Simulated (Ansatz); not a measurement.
`C[C](=O)[GeH3]` → `C[C]=O`• + `[GeH3]`• at 500 K and 1 bar (homolysis of the C–Ge bond).

Calculated with Ansatz (gas phase, PBE0-D4/def2-TZVP geometries, no zero-point term in ΔE). CCSD(T)/CBS adds triple-zeta CCSD(T) − MP2 to the extrapolated MP2 energy (def2 sets, frozen cores). Open shells (•) are unrestricted, without spin–orbit coupling. For Ge outer-core shells are correlated without core-valence functions, which leaves a few kJ/mol of doubt a bond. Scalar relativity is left out up to krypton.

```csv
species,CCSD(T)/CBS energy (Eh),H − E (kJ/mol),S (J/(mol·K))
`C[C](=O)[GeH3]`,-2230.97136,223.8,404.3
`C[C]=O`•,-153.01510,139.1,300.2
`[GeH3]`•,-2077.84911,72.8,253.7
```

H − E and S are ideal-gas, rigid-rotor, harmonic terms from PBE0-D4/def2-TZVP, with the whole ground term of open shells counted as degenerate. 1 Eh = 2625.50 kJ/mol, R = 8.31446 J/(mol·K).

By hand: ΔE, ΔH, ΔS and ΔG.

ΔE = (-153.01510) + (-2077.84911) − (-2230.97136) = 0.10715 Eh = 281.3 kJ/mol. Δ(H − E) = 139.1 + 72.8 − 223.8 = -11.9, so ΔH = 269.4 kJ/mol. ΔS = 300.2 + 253.7 − 404.3 = 149.6 J/(mol·K). ΔG = 269.4 − 500 × (149.6)/1000 = 194.6 kJ/mol.

By hand: the equilibrium constant, and the temperature at which ΔG would vanish if ΔH and ΔS stayed fixed.

log₁₀ K = −ΔG/(RT ln 10) = -20.3. ΔG = 0 at ΔH/ΔS = 1801 K.

The number of gas molecules changes by +1, which sets the sign of ΔS. A doubt of 5 kJ/mol in ΔE shifts log₁₀ K by 0.5 here. Modes under 60 cm⁻¹, often nearly free rotors, make the harmonic entropy too high. These are equilibria of isolated gas molecules and say nothing of rates. Largest T1 diagnostic: 0.019 (customary marks: 0.02 for closed shells, 0.045 for open ones).
